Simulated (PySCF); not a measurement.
Two species compared at the same levels of theory.

First species: C6H5FSi.
InChI=1S/C6H5FSi/c1-3-5-6(7)8-4-2/h1-2,5H,8H2/b6-5+

Second species: C6H5FSi.
SMILES: `C#C/C=C(/C#C)[SiH2]F`

Levels: wB97X-D/def2-SVPD for dipole moment, HOMO energy, LUMO energy, HOMO–LUMO gap, static isotropic polarisability and electronic spatial extent ⟨r²⟩ about the centre of nuclear charge; TDDFT wB97X-D/def2-SVPD for lowest singlet excitation; TDA wB97X-D/def2-SVPD for lowest triplet excitation (Tamm–Dancoff); GFN2-xTB for rotational constant A and rotational constant C. Geometries: GFN2-xTB. Each structure is a single optimised conformer of the isolated species, non-relativistic unless stated; the electronic structure was computed with PySCF and density fitting.

Dipoles, sizes and rotational constants follow the conformer. The torsions of the flexible species, by atom-mapped SMILES:
- `[CH:1]#[C:2]/[CH:3]=[C:4](\[F:5])[SiH2:6][C:7]#[CH:8]`: C3–C4–Si6–C7 0°
- `[CH:1]#[C:2]/[CH:3]=[C:4](/[C:5]#[CH:6])[SiH2:7][F:8]`: C3–C4–Si7–F8 -140°

```tsv
property	column X	column Y
dipole moment	1.96 D	1.86 D
HOMO energy	-8.79 eV	-8.95 eV
LUMO energy	-0.51 eV	0.39 eV
HOMO–LUMO gap	8.28 eV	9.34 eV
lowest singlet excitation	4.65 eV	5.36 eV
lowest triplet excitation (Tamm–Dancoff)	2.74 eV	3.38 eV
static isotropic polarisability	100.8 au	98.0 au
electronic spatial extent ⟨r²⟩ about the centre of nuclear charge	1289 bohr²	1439 bohr²
rotational constant A	2.242 GHz	2.947 GHz
rotational constant C	0.842 GHz	0.737 GHz
```

(1) Which column belongs to which species?

(2) How does each property change from the first species to the second?

Results:

(1) Column X is the second species and column Y the first. The first has 13 atoms and 64 electrons, the second 13 and 64.

(2) dipole moment +0.10 D; HOMO energy +0.16 eV; LUMO energy -0.90 eV; HOMO–LUMO gap -1.06 eV; lowest singlet excitation -0.71 eV; lowest triplet excitation (Tamm–Dancoff) -0.64 eV; static isotropic polarisability +2.8 au; electronic spatial extent ⟨r²⟩ about the centre of nuclear charge -150 bohr²; rotational constant A -0.705 GHz; rotational constant C +0.105 GHz.

On the first: S1 lies 3.98 eV below the HOMO–LUMO gap; its leading configuration is HOMO−1→LUMO, weight 0.89. The dipole matches unit charges of opposite sign 0.39 Å apart (1 e·Å = 4.8032 D).

On the second: The principal polarisabilities are 61.0, 83.9 and 157.4 au; their mean is the isotropic value. In wavenumbers S1 is 37500 cm⁻¹ (1 eV = 8065.54 cm⁻¹).
